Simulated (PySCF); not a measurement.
CH2ClFO2Si.

```xyz
8

O      1.9625     0.3963     0.9174
C      2.0236    -0.2530    -0.0835
O      0.9544    -0.7602    -0.7413
Si    -0.6577    -0.5452    -0.3088
F     -0.9087    -1.1694     1.1527
Cl    -1.1538     1.4357    -0.2966
H      2.9595    -0.5302    -0.6113
H     -1.4346    -1.2897    -1.3062
```

Geometry optimised at B3LYP-D3(BJ)/def2-SVP. The structure was generated by enumeration; whether it is a known compound was not checked. The values are those of a single conformer.

Method: PBE/pcSseg-1 in PySCF. Non-relativistic, no solvent.

Computed absolute GIAO shielding of each atom: isotropic value and principal components (ppm):
```tsv
atom	σ(iso)	σ11	σ22	σ33	span
O1	-158.9	-420.9	-277.8	222.1	643.0
C2	21.7	-83.3	66.1	82.2	165.4
O3	67.1	-69.0	114.3	155.9	224.9
Si4	363.7	334.6	367.5	388.9	54.3
F5	281.1	220.6	278.9	344.0	123.4
Cl6	827.4	695.3	783.7	1003.3	308.0
H7	23.4	19.0	22.8	28.3	9.3
H8	25.9	22.1	23.0	32.6	10.5
```
